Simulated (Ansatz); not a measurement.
Job for Ansatz (an electronic-structure program): R-wB97M-V/def2-TZVPP on C2H6FIn (SMILES C[CH2][InH][F]), a point of a torsion scan. Elements past Kr take the def2 small-core potentials; no spin–orbit coupling.

Ansatz 0.2 input:
```yaml
crystal:
  periodic: [false, false, false]
  atoms:
    - {symbol: C, position_ang: [-1.05425497, 0.23959109, -0.65872675]}
    - {symbol: C, position_ang: [-0.55345590, -0.05029848, 0.74131221]}
    - {symbol: In, position_ang: [1.66949474, 0.17699766, 1.02758102]}
    - {symbol: F, position_ang: [2.15365456, -0.23580212, 2.89997427]}
    - {symbol: H, position_ang: [-0.60322624, -0.43389313, -1.38693387]}
    - {symbol: H, position_ang: [-2.13702260, 0.10556687, -0.69966716]}
    - {symbol: H, position_ang: [-0.82981798, 1.26405720, -0.95436881]}
    - {symbol: H, position_ang: [-0.98172705, 0.62614100, 1.48247708]}
    - {symbol: H, position_ang: [-0.75168632, -1.07856612, 1.04733093]}
    - {symbol: H, position_ang: [3.13213155, 0.59236042, 0.18020496]}
basis:
  gaussian:
    orbitals: def2-TZVPP
hamiltonian:
  xc: {name: wB97M-V}
scf: {lower_state_search: off}
```

The log:

```
WARN ansatz: RAYON_NUM_THREADS=1 ignored (pool sized by the plan → 1); use --threads N
Functional definition: wB97M-V
these checks for a lower state are left out or cut short: stability, starts, cluster_reference, orbital_swaps, neighbouring_geometries, increment
integrals: 0.19 GiB planned
1294 factors; their error is unknown
integrals: 0.22 GiB planned
318 factors; integrals over basis functions are off by at most 9.7e-6 eV
mean field: 1.53 GiB planned
mean field evaluation 1: about -10054.2098 eV, gradient 6.0e1 eV
mean field evaluation 2: about -10052.8028 eV, gradient 7.3e1 eV
mean field evaluation 4: about -10061.5839 eV, gradient 3.1e0 eV
mean field evaluation 8: about -10061.6137 eV, gradient 5.1e-2 eV
mean field evaluation 16: about -10061.6297 eV, gradient 7.5e-5 eV
mean field -10061.62968485 eV, -369.7580709006 hartree, gradient 9.9e-6 eV, S^2 0.000000; 0 other end points of the search recorded, 0 dependent functions left out
reference -10061.62975837 eV, -369.7580736024 hartree; 24, 24 occupied and 203, 203 virtual orbitals, 1294 factors
Total energy: -10061.62975837 eV, -369.7580736024 hartree
Checks for a lower state left out: stability, starts, cluster_reference, orbital_swaps, neighbouring_geometries, increment
```

The run converged.

Cost: very roughly 9 core-seconds.
